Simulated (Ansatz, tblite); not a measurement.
Cost and result up the ladder for B5H3 (8 atoms). The state is a singlet with charge 0. Geometry: PBE-D4/def2-SVP.

```xyz
8

B    -0.130    0.494   -0.288
B     0.472   -0.894    0.518
B    -1.847    0.521   -0.262
B    -1.120   -0.685    0.435
B     1.418    0.434   -0.293
H    -2.669    1.285   -0.693
H     2.610    0.531   -0.383
H     1.267   -1.684    0.966
```

Ansatz on 4 threads of Intel Xeon on a shared host; xTB runs through tblite on one thread. Times are rough, summed over both states, and most runs start from the orbitals of an earlier one. PBE0-D4/def2-TZVP serves as the yardstick here, not as an exact answer. The other state is a doublet.

The xTB rows come from tblite. The structure comes from a short search, and lower isomers may exist.

Raw xTB energies of ions are shifted by several eV.

| level | functions | wall time | vertical IE (eV) | difference from PBE0-D4/def2-TZVP (eV) |
| --- | --- | --- | --- | --- |
| GFN1-xTB | 26 | 0.01 s | 13.60 | 4.23 |
| GFN2-xTB | 23 | 0.012 s | 12.14 | 2.78 |
| PBE-D4/def2-TZVP (with forces) | 173 | 3.6 s | 9.33 | -0.03 |
| PBE0-D4/def2-TZVP | 173 | 4.2 s | 9.37 | 0.00 |
| r2SCAN-D4/def2-TZVP | 173 | 4.9 s | 9.28 | -0.08 |
